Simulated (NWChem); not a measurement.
System: CH4CdOS; SMILES C[O][Cd][SH]

NWChem input:

```
start job
memory heap 200 mb stack 900 mb global 1100 mb
geometry units angstroms noautoz
  Cd    -0.331538    -0.584955     0.401546
  O     -0.624541     1.363877     0.392888
  C     -1.777174     1.984673    -0.074874
  H     -2.699142     1.695543     0.471935
  H     -1.672400     3.079392     0.049276
  H     -1.976364     1.810900    -1.153260
  S      0.146963    -2.864981     0.507744
  H      0.636302    -2.906985    -0.752317
end
basis spherical
  * library def2-svpd
end
ecp
  Cd library def2-ecp
end
dft
  xc pbe0
  iterations 150
end
tddft
  cis
  nroots 6
  notriplet
end
task tddft energy
```

Excerpt of the output:

```
             Northwest Computational Chemistry Package (NWChem) 7.3.0
             --------------------------------------------------------

 C1  symmetry detected

                             Geometry "geometry" -> ""
                             -------------------------

 Output coordinates in angstroms (scale by  1.889725989 to convert to a.u.)

  No.       Tag          Charge          X              Y              Z
 ---- ---------------- ---------- -------------- -------------- --------------
    1 Cd                  48.0000     0.10011399     0.03923177    -0.00749778
    2 O                    8.0000     0.45018964    -1.90014885     0.00353651
    3 C                    6.0000    -0.53729563    -2.87855492    -0.01506983
    4 H                    1.0000    -1.18676062    -2.84722071    -0.91497795
    5 H                    1.0000    -0.05669863    -3.87546152    -0.01300313
    6 H                    1.0000    -1.21092249    -2.85541876     0.86724624
    7 S                   16.0000    -0.15344975     2.35711964    -0.05063705
    8 H                    1.0000    -0.27363714     2.45358227     1.29294796

 Effective nuclear repulsion energy (a.u.)     431.3131095506

                                 NWChem DFT Module
                                 -----------------

 Summary of "ao basis" -> "ao basis" (spherical)
 ------------------------------------------------------------------------------
       Tag                 Description            Shells   Functions and Types
 ---------------- ------------------------------  ------  ---------------------
 Cd                        def2-svpd                12       34   5s4p2d1f
 O                         def2-svpd                 9       23   4s3p2d
 C                         def2-svpd                 8       20   4s2p2d
 H                         def2-svpd                 4        8   2s2p
 S                         def2-svpd                11       27   5s4p2d

[...]

                                NWChem TDDFT Module
                                -------------------

            General Information
            -------------------
           No. of orbitals :     272
            Alpha orbitals :     136
             Beta orbitals :     136
        Alpha frozen cores :       0
         Beta frozen cores :       0
     Alpha frozen virtuals :       0
      Beta frozen virtuals :       0
         Spin multiplicity :       1
    Number of AO functions :     136
        Use of symmetry is : off
      Symmetry adaption is : off
         Schwarz screening :  0.10D-07

              XC Information
              --------------
                  PBE0 Method XC Functional
              Hartree-Fock (Exact) Exchange   0.25
   PerdewBurkeErnzerhof Exchange Functional   0.75
     Perdew 1991 LDA Correlation Functional   1.00 local
    PerdewBurkeErnz. Correlation Functional   1.00 non-local

             TDDFT Information
             -----------------
          Calculation type : Tamm-Dancoff TDDFT
         Wavefunction type : Restricted singlets
          No. of electrons :      54
           Alpha electrons :      27
            Beta electrons :      27
              No. of roots :       6
          Max subspacesize :    5200
            Max iterations :     100
               Target root :       1
           Target symmetry : none
      Symmetry restriction : off
                 Algorithm : Optimal
        Davidson threshold :  0.10D-03

    6 smallest eigenvalue differences (eV)
--------------------------------------------------------
  No. Spin  Occ  Vir  Irrep   E(Occ)    E(Vir)   E(Diff)
--------------------------------------------------------
    1    1   27   28 a        -0.269    -0.057     5.751
    2    1   26   28 a        -0.272    -0.057     5.846
    3    1   25   28 a        -0.282    -0.057     6.129
    4    1   27   29 a        -0.269    -0.019     6.787
    5    1   26   29 a        -0.272    -0.019     6.882
    6    1   27   30 a        -0.269    -0.010     7.030
--------------------------------------------------------

  Entering Davidson iterations
  Restricted singlet excited states

  Iter   NTrls   NConv    DeltaV     DeltaE      Time
  ----  ------  ------  ---------  ---------  ---------
    1      6       0     0.18E+00   0.10+100       24.9
    2     12       0     0.26E-01   0.29E-01       25.5
    3     18       0     0.97E-02   0.14E-02       25.8
    4     24       0     0.78E-02   0.34E-03       25.1
    5     30       1     0.66E-02   0.27E-03       25.5
    6     35       3     0.17E-02   0.67E-04       24.7
    7     38       5     0.62E-03   0.76E-05       21.8
    8     39       5     0.16E-03   0.74E-06       18.7
    9     40       6     0.58E-04   0.38E-07       18.6
  ----  ------  ------  ---------  ---------  ---------
  Convergence criterion met

  Ground state a        -681.198555224930 a.u.

  ----------------------------------------------------------------------------
  Root   1 singlet a              0.158661620 a.u.                4.3174 eV
  ----------------------------------------------------------------------------
     Transition Moments    X -0.03447   Y  0.02060   Z  0.18993
     Dipole Oscillator Strength                    0.0039861318
     Electric Quadrupole                           0.0000000087
     Magnetic Dipole                               0.0000000399
     Total Oscillator Strength                     0.0039861805

[...]
```

Level: PBE0/def2-SVPD with def2 effective core potentials on Cd, TDA. Structure relaxed at the PBE0/def2-SVP level. No frequency run checked for a minimum. def2 effective core potentials on Cd; no spin-orbit coupling.
